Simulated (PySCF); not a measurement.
Isomers of C6H18Si4, mass 202.049 u with the commonest isotopes. Method used: PySCF, PBE0-D3(BJ)/def2-SVP geometry optimisation, gas phase. One conformer each, none proved a minimum here; rigid rotors.

Question: Order these by out-of-plane moment Σ m c² = (Ia + Ib − Ic)/2, smallest first.
A. `[CH3:1][CH:2]([CH3:3])[Si@H:4]1[SiH2:5][Si@H:6]([CH:7]2[CH2:8][CH2:9]2)[SiH2:10]1` with C1–C2–Si4–Si5 -44°, Si5–Si6–C7–C8 -71°, C2–Si4–Si5–Si6 91°, Si4–Si5–Si6–C7 141°, Si6–C7–C8–C9 -110°, Si5–Si6–Si10–Si4 -21°
B. `[CH2:1]=[CH:2][CH2:3][SiH2:4][Si:5]([SiH3:6])([SiH3:7])[CH:8]1[CH2:9][CH2:10]1` with C1–C2–C3–Si4 -106°, C2–C3–Si4–Si5 58°, C3–Si4–Si5–Si6 54°, Si4–Si5–C8–C9 162°
C. `[CH2:1]=[CH:2][CH2:3][Si@@H:4]1[SiH2:5][SiH2:6][Si@@H:7]1[CH2:8][CH2:9][CH3:10]` with C1–C2–C3–Si4 103°, C2–C3–Si4–Si5 -69°, Si6–Si7–C8–C9 67°, Si7–C8–C9–C10 -179°
D. `[CH2:1]=[CH:2][CH2:3][Si@@H:4]1[SiH2:5][SiH2:6][Si@H:7]1[CH2:8][CH2:9][CH3:10]` with C1–C2–C3–Si4 104°, C2–C3–Si4–Si5 -71°, Si6–Si7–C8–C9 164°, Si7–C8–C9–C10 180°, C3–Si4–Si5–Si6 -84°, Si4–Si5–Si6–Si7 -28°, Si5–Si6–Si7–C8 -83°, C3–Si4–Si7–Si6 81°
E. `[CH3:1][CH:2]([CH3:3])[Si@H:4]1[SiH2:5][Si@@H:6]([CH:7]2[CH2:8][CH2:9]2)[SiH2:10]1` with C1–C2–Si4–Si5 -57°, Si5–Si6–C7–C8 145°

Answer: C (121.21 u·Å²), D (143.60 u·Å²), A (144.41 u·Å²), E (207.93 u·Å²), B (285.96 u·Å²).

Question: Order these by dipole moment, largest first.
A. `[CH2:1]=[CH:2][CH2:3][Si@@H:4]1[SiH2:5][SiH2:6][Si@H:7]1[CH2:8][CH2:9][CH3:10]` with C1–C2–C3–Si4 104°, C2–C3–Si4–Si5 -71°, Si6–Si7–C8–C9 164°, Si7–C8–C9–C10 180°, C3–Si4–Si5–Si6 -84°, Si4–Si5–Si6–Si7 -28°, Si5–Si6–Si7–C8 -83°, C3–Si4–Si7–Si6 81°
B. `[CH2:1]=[CH:2][CH2:3][SiH2:4][Si:5]([SiH3:6])([SiH3:7])[CH:8]1[CH2:9][CH2:10]1` with C1–C2–C3–Si4 -106°, C2–C3–Si4–Si5 58°, C3–Si4–Si5–Si6 54°, Si4–Si5–C8–C9 162°
C. `[CH3:1][CH:2]([CH3:3])[Si@H:4]1[SiH2:5][Si@@H:6]([CH:7]2[CH2:8][CH2:9]2)[SiH2:10]1` with C1–C2–Si4–Si5 -57°, Si5–Si6–C7–C8 145°
D. `[CH3:1][CH:2]([CH3:3])[Si@H:4]1[SiH2:5][Si@H:6]([CH:7]2[CH2:8][CH2:9]2)[SiH2:10]1` with C1–C2–Si4–Si5 -44°, Si5–Si6–C7–C8 -71°, C2–Si4–Si5–Si6 91°, Si4–Si5–Si6–C7 141°, Si6–C7–C8–C9 -110°, Si5–Si6–Si10–Si4 -21°

Answer: C (1.48 D), A (1.05 D), B (0.83 D), D (0.64 D).

Question: Order these by rotational constant C, largest first.
A. `[CH2:1]=[CH:2][CH2:3][SiH2:4][Si:5]([SiH3:6])([SiH3:7])[CH:8]1[CH2:9][CH2:10]1` with C1–C2–C3–Si4 -106°, C2–C3–Si4–Si5 58°, C3–Si4–Si5–Si6 54°, Si4–Si5–C8–C9 162°
B. `[CH2:1]=[CH:2][CH2:3][Si@@H:4]1[SiH2:5][SiH2:6][Si@@H:7]1[CH2:8][CH2:9][CH3:10]` with C1–C2–C3–Si4 103°, C2–C3–Si4–Si5 -69°, Si6–Si7–C8–C9 67°, Si7–C8–C9–C10 -179°
C. `[CH2:1]=[CH:2][CH2:3][Si@@H:4]1[SiH2:5][SiH2:6][Si@H:7]1[CH2:8][CH2:9][CH3:10]` with C1–C2–C3–Si4 104°, C2–C3–Si4–Si5 -71°, Si6–Si7–C8–C9 164°, Si7–C8–C9–C10 180°, C3–Si4–Si5–Si6 -84°, Si4–Si5–Si6–Si7 -28°, Si5–Si6–Si7–C8 -83°, C3–Si4–Si7–Si6 81°
D. `[CH3:1][CH:2]([CH3:3])[Si@H:4]1[SiH2:5][Si@H:6]([CH:7]2[CH2:8][CH2:9]2)[SiH2:10]1` with C1–C2–Si4–Si5 -44°, Si5–Si6–C7–C8 -71°, C2–Si4–Si5–Si6 91°, Si4–Si5–Si6–C7 141°, Si6–C7–C8–C9 -110°, Si5–Si6–Si10–Si4 -21°
E. `[CH3:1][CH:2]([CH3:3])[Si@H:4]1[SiH2:5][Si@@H:6]([CH:7]2[CH2:8][CH2:9]2)[SiH2:10]1` with C1–C2–Si4–Si5 -57°, Si5–Si6–C7–C8 145°

Answer: A (462.7 MHz), E (439.0 MHz), D (376.3 MHz), C (339.2 MHz), B (322.6 MHz).

| SMILES | point group | Ia (u·Å²) | Ib (u·Å²) | Ic (u·Å²) | κ | μa (D) | μb (D) | μc (D) |
| --- | --- | --- | --- | --- | --- | --- | --- | --- |
| CC(C)[Si@H]1[SiH2][Si@@H](C2CC2)[SiH2]1 | C1 | 494.22 | 1072.76 | 1151.12 | -0.89 | 0.02 | 1.44 | 0.33 |
| C=CC[Si@@H]1[SiH2][SiH2][Si@@H]1CCC | C1 | 574.91 | 1234.31 | 1566.79 | -0.69 | 0.73 | 1.38 | 0.01 |
| CC(C)[Si@H]1[SiH2][Si@H](C2CC2)[SiH2]1 | C1 | 370.88 | 1261.08 | 1343.14 | -0.95 | 0.08 | 0.04 | 0.64 |
| C=CC[Si@@H]1[SiH2][SiH2][Si@H]1CCC | C1 | 474.21 | 1303.08 | 1490.10 | -0.87 | 0.77 | 0.68 | 0.23 |
| C=CC[SiH2][Si]([SiH3])([SiH3])C1CC1 | C1 | 575.62 | 1088.45 | 1092.15 | -0.99 | 0.20 | 0.78 | 0.21 |
